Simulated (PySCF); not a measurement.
## Ionisation energy of Nb²⁴⁺ by level of theory

Nb²⁴⁺ [Ne] 3s2 3p5 (2P) → Nb²⁵⁺ [Ne] 3s2 3p4 (3P), as a difference of total energies. Calculation: PySCF 2.14, in an uncontracted even-tempered set (18 s from 2.7 bohr⁻², ratio 2.5; 12 p from 3.5 bohr⁻², ratio 2.5; 5 d from 18 bohr⁻², ratio 2.7; 4 f from 27 bohr⁻², ratio 2.7); the spin-free X2C one-electron Hamiltonian (Gaussian nucleus). Correlated levels: outer shells: 1s2 frozen; virtual orbitals above 40 to 60 times the deepest correlated orbital energy dropped. The calculations carry no spin-orbit coupling.

```tsv
method	ionisation energy (eV)
UHF	1237.6
LDA	1239.7
PBE	1239.8
PBE0	1239.7
r2SCAN	1240.0
PBEsol	1239.4
M06-L	1239.5
MP2 (outer shells)	1238.6
SCS-MP2 (outer shells)	1238.5
```

Spin-orbit coupling is strong in these open shells (close to jj coupling). The scalar numbers leave it out and a first-order estimate fails, so it can dominate the gap to the real levels.

Breit and QED terms and the two-electron picture change are absent.

For comparison: 1230.6 ± 1.3 eV (semi-empirical (NIST evaluation); NIST Atomic Spectra Database, ionization energies).
